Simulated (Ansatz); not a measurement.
# A geometry optimisation of C3H9BO3Si with PBE0-D3(BJ)/def2-SVP

The starting geometry of this gas-phase triplet was optimised with GFN2-xTB as a singlet; its bonds are those of `[SiH3]OB1OCCCO1`.

```yaml
atoms:
  - { symbol: C, position_ang: [0.6561, 0.2249, 0.3949] }
  - { symbol: C, position_ang: [0.0327, 1.5647, 0.0071] }
  - { symbol: C, position_ang: [-1.4487, 1.3406, -0.2898] }
  - { symbol: B, position_ang: [-0.7090, -0.6880, -1.3576] }
  - { symbol: O, position_ang: [-0.9004, -1.6432, -2.2733] }
  - { symbol: O, position_ang: [0.4105, -0.7655, -0.5827] }
  - { symbol: O, position_ang: [-1.6364, 0.3153, -1.2449] }
  - { symbol: Si, position_ang: [-1.8878, -2.0785, -3.4780] }
  - { symbol: H, position_ang: [-1.4091, -3.4308, -3.7572] }
  - { symbol: H, position_ang: [-1.6976, -1.1646, -4.6077] }
  - { symbol: H, position_ang: [-3.2880, -2.0585, -3.0496] }
  - { symbol: H, position_ang: [1.7435, 0.3093, 0.4918] }
  - { symbol: H, position_ang: [0.2438, -0.1199, 1.3530] }
  - { symbol: H, position_ang: [0.5230, 1.9363, -0.8949] }
  - { symbol: H, position_ang: [0.1559, 2.2903, 0.8103] }
  - { symbol: H, position_ang: [-1.9094, 2.2441, -0.7026] }
  - { symbol: H, position_ang: [-1.9803, 1.0638, 0.6302] }
```

Q: Predict what it relaxes into with PBE0-D3(BJ)/def2-SVP.

A: It falls apart into C3H8BO3Si + H. Contacts that open: Si8–H10 (1.47 → 4.20 Å).

The energy falls by 3.73 eV over 31 steps:

```json
{"step": "1", "E − E(last) (eV)": "3.731"}
{"step": "4", "E − E(last) (eV)": "1.948"}
{"step": "8", "E − E(last) (eV)": "0.859"}
{"step": "11", "E − E(last) (eV)": "0.175"}
{"step": "14", "E − E(last) (eV)": "0.069"}
{"step": "18", "E − E(last) (eV)": "0.030"}
{"step": "21", "E − E(last) (eV)": "0.013"}
{"step": "24", "E − E(last) (eV)": "0.004"}
{"step": "28", "E − E(last) (eV)": "0.000"}
{"step": "31", "E − E(last) (eV)": "0.000"}
```

Final geometry (Å):

```yaml
atoms:
  - { symbol: C, position_ang: [0.6085, 0.2083, 0.4657] }
  - { symbol: C, position_ang: [0.0242, 1.4549, -0.1710] }
  - { symbol: C, position_ang: [-1.3902, 1.1755, -0.6403] }
  - { symbol: B, position_ang: [-0.5057, -0.9663, -1.3039] }
  - { symbol: O, position_ang: [-0.5867, -2.0657, -2.1046] }
  - { symbol: O, position_ang: [0.4998, -0.9070, -0.3890] }
  - { symbol: O, position_ang: [-1.4355, 0.0267, -1.4578] }
  - { symbol: Si, position_ang: [-1.7122, -2.4238, -3.2916] }
  - { symbol: H, position_ang: [-1.3568, -3.7810, -3.8106] }
  - { symbol: H, position_ang: [-2.7375, 1.6195, -3.7642] }
  - { symbol: H, position_ang: [-3.0995, -2.4313, -2.7223] }
  - { symbol: H, position_ang: [1.6746, 0.3482, 0.7035] }
  - { symbol: H, position_ang: [0.0906, -0.0122, 1.4176] }
  - { symbol: H, position_ang: [0.6451, 1.7541, -1.0326] }
  - { symbol: H, position_ang: [0.0325, 2.2914, 0.5451] }
  - { symbol: H, position_ang: [-1.7920, 2.0200, -1.2216] }
  - { symbol: H, position_ang: [-2.0605, 1.0288, 0.2267] }
```

The end wasn't checked by frequencies. Open shells are spin-unrestricted. The triplet needn't be the ground state. Run with Ansatz 0.2.0, 7.6 min on 2 threads of Intel(R) Xeon(R) Processor @ 2.70GHz, on a shared host.
